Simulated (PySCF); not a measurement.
## How methods differ on the ionisation energy of Ar²⁺

Ar²⁺ [Ne] 3s2 3p4 (3P) → Ar³⁺ [Ne] 3s2 3p3 (4S), as a difference of total energies. Computed with PySCF 2.14 in dyall-av3z, with no relativity, point nucleus. Correlated levels: valence: [Ne] frozen; virtual orbitals above 40 to 60 times the deepest correlated orbital energy dropped. The calculations carry no spin-orbit coupling.

| method | ionisation energy (eV) | plus first-order spin-orbit estimate | difference from reference of that sum (eV) |
| --- | --- | --- | --- |
| UHF | 39.387 | 39.448 | -1.287 |
| LDA | 40.854 | 40.915 | +0.180 |
| PBE | 40.719 | 40.780 | +0.045 |
| PBE0 | 40.718 | 40.779 | +0.044 |
| r2SCAN | 40.687 | 40.749 | +0.014 |
| TPSSh | 40.779 | 40.840 | +0.105 |
| HSE06 | 40.729 | 40.791 | +0.056 |
| LC-wPBE | 40.899 | 40.960 | +0.225 |
| PW91 | 40.818 | 40.880 | +0.145 |
| MP2 (valence) | 40.215 | 40.276 | -0.459 |
| SCS-MP2 (valence) | 40.306 | 40.368 | -0.367 |

Reference: 40.735 ± 0.012 eV (semi-empirical (NIST evaluation); NIST Atomic Spectra Database, ionization energies).

A first-order spin-orbit estimate (lowest level to lowest level, LS coupling) adds 0.062 eV.

Errors of the correlated levels include the incompleteness of this basis and the frozen core.
